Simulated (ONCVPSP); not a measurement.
BLYP ONCV dataset for Br (Z = 35), scalar-relativistic all-electron reference.

Br, optimised norm-conserving Vanderbilt (ONCV), made with ONCVPSP 4.0.1 (BLYP, scalar-relativistic). Core [Ne], reference 3s2 3p6 3d10 4s2 4p4 (charge +1). Waves: 3s+4s: rc 0.95 bohr, ncon 4, nbas 8, qcut 16.2 1/bohr, 2 projectors; 3p+4p: rc 0.90 bohr, ncon 4, nbas 9, qcut 16.7 1/bohr, 2 projectors; 3d: rc 1.15 bohr, ncon 4, nbas 8, qcut 14.8 1/bohr, 2 projectors, debl 3.1 Ha; f scattering state at 0.42 Ha: rc 1.05 bohr, ncon 3, nbas 8, qcut 9.1 1/bohr, 2 projectors, debl 3.2 Ha. Local part: polynomial inside 0.80 bohr (lpopt 1, dvloc0 -1 Ha). Core correction: none.

Estimate the cutoffs (Ha) at which the residual kinetic energy of the hardest occupied pseudo-wave falls to 1 and 0.1 mHa per electron.

87 Ha and 97 Ha.

Does the potential have ghost states?

No bound ghost flagged; no localised positive-energy state flagged.

Tests: 3s2 3p6 3d10 4s2 4p5; 3s2 3p6 3d10 4s2 4p3; 3s2 3p6 3d10 4s2 4p2; 3s2 3p6 3d10 4s1 4p5. Which has the largest error in its energy relative to the reference configuration, and how large is it?

3s2 3p6 3d10 4s2 4p2, with -9.6 meV (all-electron minus pseudo) on +56.50 eV.
